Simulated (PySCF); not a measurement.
## TDDFT excited states: C2H6HgO2

Species: Hg(OMe)2, C2H6HgO2 (singlet state).
SMILES: `C[O][Hg][O]C`

Method: TDDFT CAM-B3LYP/def2-SVPD, vertical, gas phase, core orbitals frozen in the response, def2 core potentials past Kr in PySCF 2.14.0, density-fitted response routines. Geometry: PBE0-D3(BJ)/def2-SVP; no solvent, vibrations or thermal averaging. Spin–orbit coupling is left out.

List the vertical singlet excitations with oscillator strengths and describe the spectrum.

```tsv
state	E (eV)	E (kJ/mol)	λ (nm)	f	main configurations (H = HOMO, L = LUMO)
S1	4.49	433	276.1	0.0000	H→L (96%)
S2	5.26	508	235.6	0.0029	H-2→L (94%)
S3	5.67	547	218.6	0.146	H-1→L (73%), H→L+2 (21%)
S4	6.05	584	204.8	0.0001	H→L+1 (95%)
S5	6.19	598	200.1	0.0027	H-3→L (89%)
S6	6.48	625	191.4	0.198	H→L+2 (75%), H-1→L (18%)
S7	6.73	649	184.3	0.0034	H-1→L+1 (94%)
S8	6.81	657	182.1	0.0001	H-1→L+2 (97%)
S9	6.82	658	181.9	0.014	H-2→L+1 (94%)
S10	7.11	686	174.3	0.016	H-2→L+2 (91%)
```

Triplets, Tamm–Dancoff:

| state | E (eV) | λ (nm) | main configurations (H = HOMO, L = LUMO) |
| --- | --- | --- | --- |
| T1 | 4.04 | 307.2 | H→L (92%) |
| T2 | 4.56 | 272.1 | H-1→L (92%) |
| T3 | 4.81 | 257.9 | H-2→L (91%) |
| T4 | 5.46 | 226.9 | H-3→L (91%) |

The lowest singlet lies at 4.49 eV (276 nm, ultraviolet) and is dark (f under 0.0005); its leading configuration is HOMO→LUMO (96%). The most intense listed level is S6 at 6.48 eV (191 nm, f = 0.198), 1.99 eV above S1. S8/S9 lie within about 0.01 eV of each other. For S1 the Löwdin share of mercury is 7% in HOMO and 45% in LUMO; for S6 the Löwdin share of mercury is 7% in HOMO and 62% in LUMO+2. The listed states span 2.62 eV, and the widest gap between neighbours is 0.77 eV (S1 to S2). Weighted by f, the mean energy of these states is 6.20 eV. The vertical ionisation energy (ΔSCF) is 9.51 eV, 2.40 eV above S10. The window holds the lowest 10 singlets.
